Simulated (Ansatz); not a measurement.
Total energies of C$_{3}$H$_{9}$Sb, SMILES `C[CH](C)[SbH2]`.

```xyz
13

C    -0.233   -1.445   -0.504
C     0.464   -0.129   -0.198
C     0.261    0.302    1.242
Sb   -0.183    1.379   -1.640
H     0.122   -2.233    0.170
H    -1.315   -1.363   -0.361
H    -0.057   -1.782   -1.528
H     1.535   -0.236   -0.399
H    -0.799    0.465    1.459
H     0.791    1.228    1.472
H     0.623   -0.472    1.929
H     0.491    2.688   -0.768
H    -1.699    1.598   -0.873
```

Charge 0, multiplicity 1. Correlated methods include outer-core shells of Sb, which these sets cover unevenly. Sb: def2 effective core potential. The geometry is a stationary point of PBE0-D4/def2-TZVP. Basis def2-TZVPP, Ansatz.

RPA on PBE orbitals: Hartree–Fock energy of these orbitals -358.07724 Eh, correlation -1.43658 Eh (frozen core).

```csv
functional,energy without D4 (Eh),D4 term (kJ/mol)
revPBE,-360.02153,-86.2
BLYP,-359.88199,-61.8
r2SCAN,-360.03041,-6.9
r2SCANh,-360.01419,-7.3
r2SCAN0,-359.99088,-8.1
HSE06 (plane-wave form),-359.85893,-22.1
LC-ωPBE,-359.97695,–
ωB97X-V,-359.96329,–
ωB97M-V,-359.89258,–
PBE-QIDH,-359.65601,–
```

Question: Give the same for LDA (SPW92), PBE, B97M-V, PBE0, B3LYP, BHLYP, CAM-B3LYP, B2PLYP. (Estimate.)

Answer: The calculation gave: 
```csv
functional,energy without D4 (Eh),D4 term (kJ/mol)
LDA (SPW92),-358.48969,–
PBE,-359.83107,-28.1
B97M-V,-360.01971,–
PBE0,-359.86887,-23.7
B3LYP,-360.10727,-45.3
BHLYP,-359.86568,-34.6
CAM-B3LYP,-359.92874,-24.1
B2PLYP,-359.68398,–
```

B3LYP takes the VWN-RPA correlation (the form of Gaussian; ORCA's B3LYP/G). HSE06 is the plane-wave form, built on full-range PBE exchange. The double hybrids freeze the cores in their second-order part.

LC-ωPBE has ω = 0.4 bohr⁻¹.
